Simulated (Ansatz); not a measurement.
Relaxation of CH5BOSi (9 atoms, charge 0, multiplicity 1), to a largest force component of 0.015 eV/Å in at most 40 steps.

These are results of RKS B3LYP/def2-SVP (Ansatz 0.2.0), not measurements.

```xyz
9
Properties=species:S:1:pos:R:3
O -0.640 0.707 -1.707
Si -0.245 0.756 -0.064
B 1.138 -0.693 0.187
C -0.227 -0.814 0.744
H -1.350 1.475 -1.817
H 0.348 2.000 0.494
H 2.280 -1.132 0.034
H -0.860 -1.580 0.215
H -0.357 -0.766 1.897
```

Problem. Where does it end, and by what steps?

Solution. The forces met the threshold. After 17 steps the energy has fallen by 1.559 eV; H8 moved furthest, 0.67 Å.

| step | energy less start (eV) | largest force component (eV/Å) | accepted |
| --- | --- | --- | --- |
| 0 | 0.0000 | 3.360 | yes |
| 1 | -0.8957 | 1.820 | yes |
| 2 | -1.2127 | 1.143 | yes |
| 3 | -1.2729 | 0.603 | yes |
| 4 | -1.3117 | 0.362 | yes |
| 5 | -1.3377 | 0.234 | yes |
| 6 | -1.3527 | 0.688 | yes |
| 7 | -1.3719 | 0.485 | yes |
| 8 | -1.3996 | 0.751 | yes |
| 9 | -1.4335 | 0.544 | yes |
| 10 | -1.4823 | 0.911 | yes |
| 11 | -1.5224 | 0.476 | yes |
| 12 | -1.5440 | 0.584 | yes |
| 13 | -1.5549 | 0.284 | yes |
| 14 | -1.5582 | 0.130 | yes |
| 15 | -1.5590 | 0.052 | yes |
| 16 | -1.5592 | 0.021 | yes |
| 17 | -1.5593 | 0.012 | yes |

```xyz
9
Properties=species:S:1:pos:R:3
O -0.916 0.758 -1.604
Si 0.292 0.749 -0.458
B 1.201 -0.790 0.172
C -0.152 -1.008 0.729
H -1.573 1.463 -1.537
H 0.370 2.127 0.121
H 2.281 -0.988 0.657
H -1.094 -0.949 0.164
H -0.319 -1.408 1.740
```

Whether the end is a true minimum wasn't checked by a vibrational analysis.

Run time: 110 s on 1 thread of Arm Neoverse N1 (shared host), peak memory 0.16 GiB.
